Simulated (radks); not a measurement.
Results of a calculation; reference values are marked as such.
Charge is removed step by step from the 6s1/2 level of neutral barium, starting from [Xe] 6s2. Level of theory: Dirac Kohn-Sham, PBE, spin-unpolarised, spherical densities, point nucleus (a radial shooting solver on a logarithmic mesh with Libxc functionals).

| removed (e) | E - E(0) (eV) | eigenvalue (eV) | E minus straight line (eV) |
|---|---|---|---|
| 0 | 0.000 | -3.229 | 0.000 |
| 0.125 | 0.436 | -3.743 | -0.235 |
| 0.25 | 0.936 | -4.266 | -0.404 |
| 0.375 | 1.502 | -4.798 | -0.508 |
| 0.5 | 2.136 | -5.340 | -0.545 |
| 0.625 | 2.838 | -5.889 | -0.513 |
| 0.75 | 3.609 | -6.446 | -0.412 |
| 0.875 | 4.449 | -7.010 | -0.242 |
| 1 | 5.361 | -7.582 | 0.000 |

Removing the whole electron costs 5.361 eV by Delta-SCF, against 3.229 eV from minus the eigenvalue at the starting occupation. Slater's transition state (half an electron removed) gives 5.340 eV. Integrating minus the eigenvalue over the occupation (Janak's theorem) gives 5.361 eV. The mean slope of the eigenvalue, de/dn, is 4.35 eV per electron. Ionisation energy of Ba in the NIST Atomic Spectra Database: 5.212 eV (measured).

Beside tabulated values, note that spin-unpolarised runs miss the spin-polarisation part of the exchange energy of open shells.
